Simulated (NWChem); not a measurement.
CH$_{4}$F$_{2}$SSi; SMILES CS[SiH](F)F

```xyz
9

Si     0.0612    -0.7613     0.3100
F      1.4487    -1.0934    -0.4459
F     -0.9935    -1.9176    -0.0635
S     -0.7447     1.0591    -0.3787
C      0.6541     2.1416     0.0865
H      0.3539    -0.8069     1.7590
H      0.3720     3.1558    -0.2242
H      0.8222     2.1425     1.1728
H      1.5724     1.8497    -0.4400
```
Atoms are numbered in this order, from 1.

Program: NWChem. Pople sets run with spherical d functions. Structure relaxed at the PBE0/def2-SVP level. GIAO values for the isolated, static molecule; σ is the absolute isotropic shielding, δ = σ(reference) − σ with the isolated reference molecule computed at the same levels (13C: tetramethylsilane, 19F: trichlorofluoromethane, 1H: tetramethylsilane, 29Si: tetramethylsilane).

For level Hartree-Fock/6-31G*:

- δ Si1 (ppm): -7.0
- δ F2 (ppm): -85.4
- δ F3 (ppm): -94.4
- σ S4 (ppm): 749.7
- δ C5 (ppm): 6.7
- δ H6 (ppm): 5.32

Q: What are these values for level LDA (Slater exchange, VWN5)/pcSseg-1?

A: The δ Si1 (ppm) comes out as 4.2 and the δ F2 (ppm) is -137.7. The δ F3 (ppm) comes out as -154.0 and the σ S4 (ppm) comes out as 603.0. The δ C5 (ppm) comes out as 7.9 and the δ H6 (ppm) is 5.95.
